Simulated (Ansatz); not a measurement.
Cost and result up the ladder for Si₅Cl₂ (7 atoms). Charge 0, multiplicity 1. Geometry: r2SCAN-D4/def2-SVP.

```xyz
7

Si    0.160    0.170    0.474
Si   -1.457   -1.784   -0.455
Si   -1.370   -1.412   -2.707
Si   -0.944   -1.389    1.656
Si    1.612    1.970    0.443
Cl    1.980    2.176    2.514
Cl    0.020    0.269   -1.925
```

Ansatz on 4 threads of Intel Xeon on a shared host. Times are rough, and most runs start from the orbitals of an earlier one. No level here is sound enough to serve as a yardstick. Binding counts from free atoms at the same level (Si triplet, Cl doublet; other spins of the atoms weren't run), without zero-point energy or a counterpoise term.

Correlated methods freeze 35 core orbitals. The rows differ in basis, and correlated rows in double-zeta sets carry the largest basis error. Another isomer (singlet) lies 2.29 eV lower at PBE0-D4/def2-TZVP; other spin states weren't run for this one.

Run but left out: BHLYP-D4/def2-TZVP (restricted singlet, unstable in another Hartree–Fock run and untested here).

Correlated methods converge slowly with the basis, most of all in double-zeta sets.

```
                         level  functions  binding energy per atom (eV)                                    remarks
           revPBE-D4/def2-TZVP        259                          2.98              restricted SCF unstable in HF
             PBE0-D4/def2-TZVP        259                          2.89              restricted SCF unstable in HF
PBE-D4/def2-TZVP (with forces)        259                          3.06              restricted SCF unstable in HF
           r2SCAN-D4/def2-TZVP        259                          2.93              restricted SCF unstable in HF
              CCSD(T)/def2-SVP        126                          2.41  large T1 (0.030), restricted SCF unstable
```

Task: Estimate how long each takes.

Result: revPBE-D4/def2-TZVP 7.5 s; PBE-D4/def2-TZVP (with forces) 10 s; r2SCAN-D4/def2-TZVP 15 s; PBE0-D4/def2-TZVP 19 s; CCSD(T)/def2-SVP 49 s. On shared hardware such times vary by a factor of up to 3.
